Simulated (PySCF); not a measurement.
CH9NO2Si2, SMILES O[SiH2]O[SiH2]NC. Coordinates come from a B3LYP-D3(BJ)/def2-SVP optimisation. This is a generated structure with no PubChem entry under its InChIKey; it may be hypothetical. Other conformers were not sampled.

Computed equilibrium geometry at B3LYP-D3(BJ)/def2-SVP (PySCF confirms it by a frequency run) as Cartesian coordinates in Å (one conformer of several):
```xyz
15

C     -1.6294    -1.7861     0.1732
N     -1.7488    -0.3913     0.5722
Si    -1.2233     0.9441    -0.3777
O      0.4451     1.0605    -0.5262
Si     1.7668     0.4008     0.2207
O      1.7922    -1.2622     0.0837
H     -2.4179    -2.4024     0.6369
H     -0.6464    -2.2281     0.4186
H     -1.7617    -1.8678    -0.9187
H     -1.8212    -0.2584     1.5768
H     -1.7437     0.7845    -1.7600
H     -1.7180     2.1796     0.2841
H      2.9623     1.0040    -0.4252
H      1.7413     0.6528     1.6829
H      1.9168    -1.6234    -0.8023
```
Charge 0, spin multiplicity 1.
